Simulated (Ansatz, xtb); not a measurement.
# CH5GeO: where a starting geometry ends

The starting geometry of this gas-phase doublet has its atoms placed at random.

```xyz
8

C    -0.3876   -1.1411   -0.5457
Ge   -0.9401    0.2770    0.1675
O     1.3699    1.2469   -1.0885
H     0.7372    0.3375   -0.8246
H    -0.7056    0.3610   -1.8716
H     0.1688    0.0495    0.9976
H     1.1249   -0.3457   -0.1282
H    -0.8184   -2.1070   -0.1487
```

Question: Guess where an optimisation with r2SCAN-D4/def2-SVP ends from this start.

Answer: It ends as `[CH3][GeH][OH]`. Distances that change by over a tenth: C1–Ge2 (1.68 → 1.97 Å), Ge2–H4 (1.95 → 2.34 Å), Ge2–H6 (1.40 → 1.55 Å), O3–H4 (1.14 → 0.97 Å). Contacts that close: C1–H5 (2.03 → 1.10 Å), C1–H7 (1.76 → 1.10 Å), Ge2–O3 (2.80 → 1.80 Å).

The energy falls by 13.07 eV over 20 steps:

```json
{"step": "1", "E − E(last) (eV)": "13.073"}
{"step": "3", "E − E(last) (eV)": "8.914"}
{"step": "5", "E − E(last) (eV)": "6.183"}
{"step": "7", "E − E(last) (eV)": "2.431"}
{"step": "9", "E − E(last) (eV)": "0.669"}
{"step": "12", "E − E(last) (eV)": "0.055"}
{"step": "14", "E − E(last) (eV)": "0.018"}
{"step": "16", "E − E(last) (eV)": "0.001"}
{"step": "18", "E − E(last) (eV)": "0.000"}
{"step": "20", "E − E(last) (eV)": "0.000"}
```

Final geometry (Å):

```xyz
8

C    -0.3029   -1.1731   -0.6837
Ge   -0.3408    0.6340    0.1030
O     1.0506    1.5860   -0.5212
H     1.0528    1.6270   -1.4871
H    -0.5019   -1.1498   -1.7652
H    -0.0386    0.5721    1.6232
H     0.6932   -1.6125   -0.5107
H    -1.0630   -1.8055   -0.2005
```

From the same start GFN2-xTB reaches the same bonding as this run.

From so rough a start the end depends on the optimiser's path, so another program may land elsewhere. No frequencies were run, so the end isn't proven a minimum. Open shells are spin-unrestricted. Run with Ansatz 0.2.0, 3.2 min on 1 thread of Arm Neoverse V2 (shared host).
